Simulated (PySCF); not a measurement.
Structure problem from calculated spectra and properties.

Formula: C2H6F3PSi2.

- UV, first state: lowest singlet excitation: 6.34 eV (195 nm, f = 0.291) [TDDFT wB97X-D/def2-SVPD]
- NMR, other nuclei: isotropic shieldings of nuclei other than C and H, by class: 298 (3 F), 391 (1 Si), 411 (1 Si), 620 (1 P) ppm [GIAO PBE0/pcSseg-1]
- 13C NMR: chemical shifts (computed TMS as zero) by class: 147.6 (1 C), 136.2 (1 C) ppm [GIAO PBE0/pcSseg-1]
- Rotational structure: rotational constants A, B, C: 1.391, 0.847, 0.633 GHz [GFN2-xTB]
- Polarisability: 101.4 au [wB97X-D/def2-SVPD]
- Dipole: 3.02 D [wB97X-D/def2-SVPD]

Gas-phase values; electronic properties from PySCF, density fitting. Levels stand in brackets. Isolated species at its GFN2-xTB geometry (one conformer only). NMR values are class means; diastereotopic atoms form classes of their own.

Problem. What is the compound? Reason from the data.

Solution. Numbering: `[CH2:1]=[CH:2][Si@H:3]([PH2:4])[Si:5]([F:6])([F:7])[F:8]`. 2 carbons fall into 2 classes; from least to most shielded: terminal =CH2 carbon [C1] (147.6 ppm), alkene CH carbon [C2] (136.2 ppm). The other shieldings belong to: 298 ppm, silicon-bound fluorine [F6/F7/F8]; 391 ppm, fluorine-bound silicon [Si5]; 411 ppm, SiH silicon [Si3]; 620 ppm, three-coordinate phosphorus [P4]. The optimised geometry has point group C1 and is an asymmetric top. Structure: `C=C[Si@H](P)[Si](F)(F)F`. Computed isomers that give other values at the same levels: `FC(F)(F)C1[SiH2]P[SiH2]1` (13C chemical shifts (computed TMS as zero) by class: 138.5 (1 C), 25.6 (1 C) ppm). The assignments are read from this structure; whether some other isomer fits the data as well wasn't checked. The mirror image fits equally.

Conformer computed: `[CH2:1]=[CH:2][Si@H:3]([PH2:4])[Si:5]([F:6])([F:7])[F:8]`: C1–C2–Si3–P4 122°, C2–Si3–Si5–F6 43°, H–P4–Si3–C2 -170°, H–P4–Si3–C2 -77°.
